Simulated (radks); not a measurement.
Values are calculated unless marked as measured or tabulated.
Coulomb parameter of the 3d shell of the chromium ion Cr2+ in the model configuration [Ar] 3d3 4s1, as a second difference U = [E(n + 0.5) + E(n - 0.5) - 2 E(n)] / (0.5)^2 with all orbitals relaxed. "Bare": the charge of the atom changes with n. "Screened": the 4s shell takes up the change at fixed total charge, which measures U(3d,3d) + U(4s,4s) - 2 U(3d,4s). Code: a radial shooting solver on a logarithmic mesh with Libxc functionals. Model: scalar-relativistic Kohn-Sham, PBE, spin-unpolarised, spherical densities, point nucleus.

| case | configuration | E - E(n) (eV) |
|---|---|---|
| start | [Ar] 3d3 4s1 | 0.000 |
| bare +0.5 | [Ar] 3d3.5 4s1 | -12.275 |
| bare -0.5 | [Ar] 3d2.5 4s1 | 16.327 |
| screened +0.5 | [Ar] 3d3.5 4s0.5 | -3.397 |
| screened -0.5 | [Ar] 3d2.5 4s1.5 | 4.372 |

U(bare) = 16.209 eV, U(screened by 4s) = 3.901 eV, against the Slater integral F0(3d,3d) = 22.086 eV with frozen orbitals.
